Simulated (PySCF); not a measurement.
## Tellurium: a sound run and one with changed settings

Sound run: Te⁺ [Kr] 4d10 5s2 5p3, Te²⁺ [Kr] 4d10 5s2 5p2. Computed with PySCF 2.14 in x2c-TZVPall, with the spin-free X2C one-electron Hamiltonian (Gaussian nucleus). The sound run starts from symmetry-adapted Hartree-Fock orbitals and uses a fine grid where one is needed.

Changed run: 26 angular points. This setting is unsound on purpose.

```
species  method  sound run (hartree)  changed run (hartree)  converged
    Te⁺     UHF          -6790.56954            -6790.56954        yes
    Te⁺     LDA          -6787.00830            -6787.00830        yes
    Te⁺    TPSS          -6793.06644            -6793.06644        yes
   Te²⁺     UHF          -6789.89479            -6789.89479        yes
   Te²⁺     LDA          -6786.31200            -6786.31213        yes
   Te²⁺    TPSS          -6792.37684            -6792.37694        yes
```

Ionisation energy of Te⁺:

| method | sound run (eV) | changed run (eV) |
| --- | --- | --- |
| UHF | 18.361 | 18.361 |
| LDA | 18.947 | 18.944 |
| TPSS | 18.765 | 18.762 |

A coarse angular grid integrates products of high-l functions wrongly, so density functionals can shift, and the SCF can exploit the error; Hartree-Fock and MP2 need no grid.

For comparison, NIST gives 18.6 ± 0.4 eV between the lowest levels.
